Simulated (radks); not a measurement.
Q: Species: Pm II. Configuration: [Xe] 4f5 6s1 (the NIST ground configuration). Method: scalar-relativistic Kohn-Sham, LDA (Slater exchange, Perdew-Wang correlation), spin-polarised, spherical densities, point nucleus; open shells are filled with parallel spins first (spin-orbit coupling, left out, can overturn this in heavy ions); computed with a radial shooting solver on a logarithmic mesh with Libxc functionals. Some entries of the table are withheld. Estimate them.

| orbital | occ. | eigenvalue (eV) | <r^2> (bohr^2) | r(max) (bohr) |
|---|---|---|---|---|
| 1s up | 1 | -44985.58 | 0.0007326 | 0.01480 |
| 1s down | 1 | -44985.57 | 0.0007326 | 0.01480 |
| 2s up | 1 | -7319.604 | 0.01157 | 0.08387 |
| 2s down | 1 | -7319.551 | 0.01157 | 0.08387 |
| 2p up | 3 | -6540.166 | 0.009267 | 0.06763 |
| 2p down | 3 | -6540.128 | 0.009267 | 0.06763 |
| 3s up | 1 | -1600.406 | 0.07777 | 0.2389 |
| 3s down | 1 | -1598.902 | 0.07768 | 0.2388 |
| 3p up | 3 | -1355.654 | 0.07780 | 0.2340 |
| 3p down | 3 | -1354.163 | 0.07769 | 0.2339 |
| 3d up | 5 | -1019.259 | 0.06580 | 0.1917 |
| 3d down | 5 | -1018.088 | 0.06567 | 0.1916 |
| 4s up | 1 | -323.6421 | 0.3975 | 0.5521 |
| 4s down | 1 | -319.9502 | 0.3973 | 0.5519 |
| 4p up | 3 | -243.2942 | 0.4493 | 0.5763 |
| 4p down | 3 | -239.6036 | 0.4492 | 0.5760 |
| 4d up | 5 | -129.7948 | 0.5510 | 0.6027 |
| 4d down | 5 | -126.1318 | 0.5522 | 0.6024 |
| 5s up | 1 | -48.8780 | 2.313 | 1.284 |
| 5s down | 1 | -46.6513 | 2.364 | 1.293 |
| 5p up | 3 | -29.4676 | 3.220 | 1.457 |
| 5p down | 3 | -27.6926 | 3.312 | 1.474 |
| 4f up | 5 | (1) | 1.461 | 0.6366 |
| 6s up | 1 | (2) | 16.77 | 3.433 |
| 6s down | 0 | (3) | 17.87 | 3.486 |
| 4f down | 0 | (4) | 1.759 | 0.6392 |

A: 
(1) 4f up eigenvalue (eV): -9.4154
(2) 6s up eigenvalue (eV): -8.8983
(3) 6s down eigenvalue (eV): -7.9038
(4) 4f down eigenvalue (eV): -6.2711
